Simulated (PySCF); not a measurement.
## A small calculation by hand: oscillator strength and radiative lifetime

BCl2Br, SMILES ClB(Cl)Br.

Geometry optimised at PBE0-D3(BJ)/def2-SVP.

TDDFT-B3LYP/def2-SVPD in PySCF puts the first singlet state with f over 0.02 at 6.14 eV (vertical), with the transition dipole (0.000, 0.000, 0.956) in atomic units.

Task: Find the oscillator strength, the wavelength and the radiative lifetime that this transition would have in vacuum if emission retraced absorption.

Result: 
|μ|² = 0.9139 au, so |μ| = 2.43 D. ΔE = 6.14/27.211 = 0.2256 hartree. f = (2/3) ΔE |μ|² = 0.137 (the program prints 0.137).
λ = 1239.84/6.14 = 202 nm; ν = 49522 cm⁻¹.
Einstein's coefficient A = 0.6670 ν² f s⁻¹ (ν in cm⁻¹) = 2.2e8 s⁻¹, so τ = 1/A = 4.4 ns. This state is S3; the lower singlets have f = 0.000, 0.000. The figure is the radiative limit of this one transition; relaxation, internal conversion, crossing to triplets and a medium change what is measured.
